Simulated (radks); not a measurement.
Neutral carbon inside a hard spherical wall (all orbitals vanish at R), configuration held at [He] 2s2 2p2 and not refilled when levels cross. All-electron calculation, scalar-relativistic Kohn-Sham, r2SCAN, spin-unpolarised, spherical densities, finite nucleus; meta-GGA in the generalised Kohn-Sham scheme; Fermi nuclear charge, rms radius 2.4702 fm. Program: a radial shooting solver on a logarithmic mesh with Libxc functionals. Eigenvalues in eV, with the zero of energy where the potential of the charges vanishes at infinity; a dash marks a level that is unbound or too diffuse for the functional's potential to be trusted. A positive occupied level is held by the wall or, in an anion where self-interaction has pushed it up, behind a barrier. The pressure on the wall is -dE/dV.

R (bohr)  E (hartree)  kinetic (hartree)    e(1s)    e(2s)   e(2p)  e(3s, empty)  e(3p, empty)  pressure (GPa)
free        -37.77071             37.669  -277.53  -14.488  -5.247             -             -               0
15          -37.77071             37.669  -277.53  -14.488  -5.247         0.336         1.026        < 0.0001
12          -37.77070             37.669  -277.53  -14.488  -5.246         0.644         1.621        < 0.0001
10          -37.77068             37.669  -277.52  -14.484  -5.243         1.131         2.445        0.000865
6           -37.76562             37.704  -277.09  -14.207  -4.923         5.918         8.945           0.447
3.5         -37.57438             38.566  -270.79  -10.239  -0.180        32.078        35.426            60.3
1.5         -30.26860             55.515  -212.98   67.435  67.909        333.77        275.68           17600
